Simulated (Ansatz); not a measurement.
Frontier orbitals of C$_{2}$H$_{8}$F$_{2}$N$_{2}$Si (`CN[Si](F)(F)NC`).

Z-matrix (Å, degrees):
```
C
N 1 1.450
H 1 1.096 2 112.7
H 1 1.094 2 111.0 3 -121.6
H 1 1.090 2 109.5 3 119.9
Si 2 1.684 1 126.7 3 -99.9
H 2 1.007 1 114.1 3 63.2
F 6 1.594 2 105.6 1 -27.8
F 6 1.594 2 116.6 1 85.7
N 6 1.684 2 109.7 1 -154.3
C 10 1.450 6 126.7 2 -154.2
H 10 1.007 6 117.2 2 43.1
H 11 1.096 10 112.7 6 -99.9
H 11 1.094 10 111.0 6 138.4
H 11 1.090 10 109.5 6 20.0
```

Charge 0, multiplicity 1. Geometry: relaxed with PBE0-D4/def2-TZVP. It is one conformer, not always the lowest. Basis def2-TZVPP, Ansatz 0.2.0.

| functional | HOMO (eV) | LUMO (eV) |
| --- | --- | --- |
| ωB97X-V | -9.70 | 2.71 |

Give HOMO and LUMO (eV) with LDA (SPW92), PBE, revPBE, BLYP, r2SCAN, B97M-V, PBE0, B3LYP, r2SCANh, r2SCAN0, HSE06 (plane-wave form), BHLYP, CAM-B3LYP, LC-ωPBE, ωB97M-V. (Best estimate.)

Computed: 
```
             functional    HOMO   LUMO
            LDA (SPW92)   -5.95  -0.18
                    PBE   -5.80  -0.01
                 revPBE   -5.74   0.08
                   BLYP   -5.69  -0.02
                 r2SCAN   -6.09   0.70
                 B97M-V   -6.21   0.20
                   PBE0   -7.24   0.83
                  B3LYP   -7.00   0.48
                r2SCANh   -6.63   0.95
                r2SCAN0   -7.44   1.30
HSE06 (plane-wave form)   -6.83   0.46
                  BHLYP   -8.60   1.44
              CAM-B3LYP   -8.68   1.59
                LC-ωPBE  -10.08   2.92
                ωB97M-V   -9.61   2.23
```

B3LYP here is the variant with VWN-RPA as its local correlation; programs differ in this. LC-ωPBE has ω = 0.4 bohr⁻¹. Positive LUMOs are unbound and depend on the basis.
